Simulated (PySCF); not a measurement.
Vertical excitations of a molecule C3H7NSi from TDDFT-PBE/def2-SVPD in PySCF, as energy in eV (oscillator strength): 4.50 (0.004), 5.11 (0.007), 5.17 (0.066), 5.47 (0.102), 5.58 (0.012), 5.90 (0.022), 6.04 (0.002), 6.68 (0.015), 6.84 (0.056), 6.90 (0.001). Lowest triplet (TDA): 3.68 eV. The structure is a stationary point at TPSSh-D3(BJ)/def2-SVP. The values are those of a single conformer.

Which structure fits?
(A) N[Si@H]1C=CC1
(B) NC=C=C[SiH3]
(C) C#C[C@H](N)[SiH3]
(D) [SiH3]N1C=CC1

D, [SiH3]N1C=CC1
